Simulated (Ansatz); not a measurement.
Z-matrix (Å, degrees):
```
Ge
Se 1 2.416
In 1 3.371 2 59.0
B 1 2.062 2 99.2 3 8.6
H 1 1.543 2 105.9 3 137.2
H 1 1.542 2 103.4 3 -108.4
C 2 1.956 1 96.7 3 -92.4
H 3 1.727 1 115.6 2 -83.5
H 3 1.734 1 119.7 2 66.6
H 4 1.195 1 123.1 2 168.1
H 7 1.089 2 110.6 1 51.4
H 7 1.088 2 109.3 1 -70.9
H 7 1.088 2 106.7 1 170.0
```

Charge 0, multiplicity 1. In takes the def2 core potential.

Problem. List the PBE/def2-TZVPP orbital energies in eV (the Gaussian-basis code of Ansatz). (An estimate is asked.)

Solution. Ansatz gave: Occupied: -12302.62, -10804.81, -1562.59, -1403.37, -1403.34, -1403.29, -1338.17, -1191.61, -1191.58, -1191.56, -269.99, -205.56, -178.01, -162.74, -150.89, -150.78, -150.65, -121.17, -114.25, -114.16, -114.10, -78.86, -78.65, -78.63, -53.98, -53.97, -53.86, -53.78, -53.76, -30.04, -30.02, -29.95, -29.92, -29.90, -19.16, -18.08, -17.98, -17.92, -17.89, -17.88, -16.10, -13.84, -11.62, -10.87, -10.76, -9.85, -9.22, -8.52, -8.34, -7.17, -6.60, -6.05, -5.69. Lowest empty: -3.60, -1.42, -1.27, -0.91, -0.02, 0.31, 0.75, 0.78.
